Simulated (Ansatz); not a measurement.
Molecule: CH3BClS, net charge 0, doublet state. It need not be the lowest isomer of its formula. 
Structure (B3LYP-D3(BJ)/def2-TZVP (Ansatz, a quantum-chemistry and plane-wave program) minimum search):
SMILES: Cl[B]SC
```xyz
7

C     -1.6870    -0.3234    -0.7569
S     -0.6708     1.1674    -0.3800
B      0.8041     0.5711     0.3354
Cl     1.3239    -1.0470     0.6733
H     -1.9024    -0.8653     0.1599
H     -1.1579    -0.9640    -1.4572
H     -2.6118     0.0342    -1.2045
```
Charge 0, spin multiplicity 2.

Dipole moments at this geometry, in debye (magnitudes).

```tsv
level	program	dipole (D)
BLYP/def2-TZVPD	Ansatz	2.14
revPBE/def2-TZVPD	Ansatz	2.19
r2SCAN/def2-TZVPD	Ansatz	2.19
B97M-V/def2-TZVPD	Ansatz	2.11
PBE0/def2-TZVPD	Ansatz	2.19
BHLYP/def2-TZVPD	Ansatz	2.10
r2SCANh/def2-TZVPD	Ansatz	2.18
r2SCAN0/def2-TZVPD	Ansatz	2.17
HSE06/def2-TZVPD	Ansatz	2.19
CAM-B3LYP/def2-TZVPD	Ansatz	2.14
wB97M-V/def2-TZVPD	Ansatz	2.15
wB97X-V/def2-TZVPD	Ansatz	2.19
CCSD(T)/aug-cc-pV(D+d)Z	Ansatz	…
```

Question: Some entries are withheld; supply them.

Answer: 
- CCSD(T)/aug-cc-pV(D+d)Z, dipole (D): 2.19
